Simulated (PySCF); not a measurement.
Isomers of C5H9NSSi, mass 143.022 u with the commonest isotopes. The calculation used PBE0/def2-SVPD in PySCF (dipole) on a GFN2-xTB geometry, gas phase. One conformer each, none proved a minimum here; rigid rotors.

Problem. Order these by dipole moment, smallest first.
A. `[H]/[N:4]=[C:3](/[C:2]#[CH:1])[CH2:5][CH2:6][S:7][SiH3:8]` with C2–C3–C5–C6 178°, C3–C5–C6–S7 177°, C5–C6–S7–Si8 72°
B. `[CH:1]#[C:2][C:3]1([NH:4][SiH2:5][SH:6])[CH2:7][CH2:8]1` with C2–C3–N4–Si5 -92°, C3–N4–Si5–S6 172°, N4–Si5–S6–H 175°
C. `[CH3:1][S:2][SiH2:3][n:4]1[cH:5][cH:6][cH:7][cH:8]1` with C1–S2–Si3–N4 -55°, S2–Si3–N4–C5 -32°
D. `[CH3:1][S:2][C@@H:3]1[CH2:4][CH2:5][Si@H:6]1[C:7]#[N:8]` with C1–S2–C3–C4 -75°, S2–C3–C4–C5 -129°, C3–C4–C5–Si6 10°, C4–C5–Si6–C7 -117°, S2–C3–Si6–C5 127°

Solution. C (1.23 D), B (1.45 D), A (1.80 D), D (4.00 D).

Problem. Order these by out-of-plane moment Σ m c² = (Ia + Ib − Ic)/2, largest first.
A. `[H]/[N:4]=[C:3](/[C:2]#[CH:1])[CH2:5][CH2:6][S:7][SiH3:8]` with C2–C3–C5–C6 178°, C3–C5–C6–S7 177°, C5–C6–S7–Si8 72°
B. `[CH3:1][S:2][SiH2:3][n:4]1[cH:5][cH:6][cH:7][cH:8]1` with C1–S2–Si3–N4 -55°, S2–Si3–N4–C5 -32°
C. `[CH3:1][S:2][C@@H:3]1[CH2:4][CH2:5][Si@H:6]1[C:7]#[N:8]` with C1–S2–C3–C4 -75°, S2–C3–C4–C5 -129°, C3–C4–C5–Si6 10°, C4–C5–Si6–C7 -117°, S2–C3–Si6–C5 127°
D. `[CH:1]#[C:2][C:3]1([NH:4][SiH2:5][SH:6])[CH2:7][CH2:8]1` with C2–C3–N4–Si5 -92°, C3–N4–Si5–S6 172°, N4–Si5–S6–H 175°

Solution. C (52.25 u·Å²), D (50.33 u·Å²), B (46.52 u·Å²), A (44.01 u·Å²).

Problem. Order these by rotational constant A, largest first.
A. `[H]/[N:4]=[C:3](/[C:2]#[CH:1])[CH2:5][CH2:6][S:7][SiH3:8]` with C2–C3–C5–C6 178°, C3–C5–C6–S7 177°, C5–C6–S7–Si8 72°
B. `[CH3:1][S:2][C@@H:3]1[CH2:4][CH2:5][Si@H:6]1[C:7]#[N:8]` with C1–S2–C3–C4 -75°, S2–C3–C4–C5 -129°, C3–C4–C5–Si6 10°, C4–C5–Si6–C7 -117°, S2–C3–Si6–C5 127°
C. `[CH3:1][S:2][SiH2:3][n:4]1[cH:5][cH:6][cH:7][cH:8]1` with C1–S2–Si3–N4 -55°, S2–Si3–N4–C5 -32°
D. `[CH:1]#[C:2][C:3]1([NH:4][SiH2:5][SH:6])[CH2:7][CH2:8]1` with C2–C3–N4–Si5 -92°, C3–N4–Si5–S6 172°, N4–Si5–S6–H 175°

Solution. C (3034 MHz), A (2766 MHz), D (2649 MHz), B (2526 MHz).

```csv
SMILES,point group,Ia (u·Å²),Ib (u·Å²),Ic (u·Å²),κ,μa (D),μb (D),μc (D)
CS[C@@H]1CC[Si@H]1C#N,C1,200.04,627.75,723.29,-0.88,2.90,2.75,0.23
C#CC1(N[SiH2]S)CC1,C1,190.80,677.16,767.30,-0.91,1.18,0.64,0.55
CS[SiH2]n1cccc1,C1,166.58,558.28,631.81,-0.91,0.27,0.07,1.19
[H]/N=C(/C#C)CCS[SiH3],C1,182.72,841.74,936.44,-0.95,1.02,1.48,0.09
```
